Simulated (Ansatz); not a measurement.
Mulliken charges of C2H5NSi (`CC1=N[SiH2]1`) from r2SCAN/def2-TZVPP in Ansatz (PBE0-D4/def2-TZVP geometry).

| atom | x (Å) | y (Å) | z (Å) | charge (e) |
| --- | --- | --- | --- | --- |
| C1 | 0.002 | 1.129 | -1.001 | -0.124 |
| C2 | 0.210 | 0.037 | -0.028 | 0.023 |
| N3 | 1.275 | -0.463 | 0.468 | -0.301 |
| Si4 | -0.182 | -1.281 | 1.111 | 0.360 |
| H5 | -0.539 | 0.751 | -1.872 | 0.064 |
| H6 | -0.617 | 1.910 | -0.554 | 0.064 |
| H7 | 0.960 | 1.550 | -1.315 | 0.061 |
| H8 | -0.461 | -2.659 | 0.656 | -0.073 |
| H9 | -0.559 | -1.022 | 2.516 | -0.073 |

By hand: the dipole of these point charges (1 e Å = 4.8032 D).

Σ q r = (-0.386, 0.073, -0.084) e Å, of length 0.402 e Å = 1.93 D.

How does the dipole of the full density compare? (An estimate is asked.)

The calculation gave: (-0.392, 0.132, -0.137) e Å, 2.09 D; the point charges give 0.92 times that, at 10° from its direction.

Point charges leave out the atoms' own dipoles, such as those of lone pairs, and Mulliken's split depends on the basis, so the close match here is no proof of good charges.
